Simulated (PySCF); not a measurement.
Trends in electronic spectra. Computed with TDDFT PBE0/def2-SVPD, vertical, gas phase, core orbitals frozen in the response in PySCF. Geometries: GFN2-xTB; one conformer of each isolated species. Triplets are in the Tamm–Dancoff approximation.

Problem. Rank by computed S1–T1 gap, lowest first.
A. `CN(C)[C@]12C[C@H]1C2`
B. `N[C@H]1C[C@@H]2C[C@@H]2C1`
C. `C=NC/C=C\CC`
D. `Cc1cnn(C)c1Cl`
E. `CC(C)CC(=O)Cl`
F. `C1CC[C@H](/C1=N\[H])C`
G. `C#C[Si@@H]1CCC[C@@H]1F`
H. `C[C@H]1C(=O)C=C(Cl)C1=O`

Solution. A (0.12 eV), B (0.29 eV), H (0.42 eV), E (0.55 eV), F (0.72 eV), C (0.84 eV), G (1.12 eV), D (1.54 eV).

```json
{"SMILES": "CN(C)[C@]12C[C@H]1C2", "S1−T1 (eV)": "0.12", "S1 (eV)": "5.83", "T1 (eV)": "5.71", "S1 mainly": "H→L (98%)", "T1 mainly": "H→L (97%)", "f(S1)": "0.009"}
{"SMILES": "N[C@H]1C[C@@H]2C[C@@H]2C1", "S1−T1 (eV)": "0.29", "S1 (eV)": "6.27", "T1 (eV)": "5.97", "S1 mainly": "H→L (89%)", "T1 mainly": "H→L (84%)", "f(S1)": "0.010"}
{"SMILES": "C[C@H]1C(=O)C=C(Cl)C1=O", "S1−T1 (eV)": "0.42", "S1 (eV)": "3.01", "T1 (eV)": "2.60", "S1 mainly": "H→L (97%)", "T1 mainly": "H→L (94%)", "f(S1)": "0.000"}
{"SMILES": "CC(C)CC(=O)Cl", "S1−T1 (eV)": "0.55", "S1 (eV)": "5.21", "T1 (eV)": "4.66", "S1 mainly": "H→L (98%)", "T1 mainly": "H→L (96%)", "f(S1)": "0.000"}
{"SMILES": "[H]/N=C1/CCC[C@H]1C", "S1−T1 (eV)": "0.72", "S1 (eV)": "5.08", "T1 (eV)": "4.36", "S1 mainly": "H→L (96%)", "T1 mainly": "H→L (93%)", "f(S1)": "0.002"}
{"SMILES": "C=NC/C=C\\CC", "S1−T1 (eV)": "0.84", "S1 (eV)": "4.88", "T1 (eV)": "4.04", "S1 mainly": "H-1→L (74%)", "T1 mainly": "H-1→L (72%)", "f(S1)": "0.001"}
{"SMILES": "C#C[Si@@H]1CCC[C@@H]1F", "S1−T1 (eV)": "1.12", "S1 (eV)": "6.04", "T1 (eV)": "4.91", "S1 mainly": "H-1→L (45%)", "T1 mainly": "H→L (32%)", "f(S1)": "0.000"}
{"SMILES": "Cc1cnn(C)c1Cl", "S1−T1 (eV)": "1.54", "S1 (eV)": "6.07", "T1 (eV)": "4.53", "S1 mainly": "H→L+1 (88%)", "T1 mainly": "H→L (79%)", "f(S1)": "0.000"}
```

H and L stand for HOMO and LUMO. For `C#C[Si@@H]1CCC[C@@H]1F` and `Cc1cnn(C)c1Cl` the leading configurations of S1 and T1 differ. Singlets come from full response and triplets from the Tamm–Dancoff approximation.
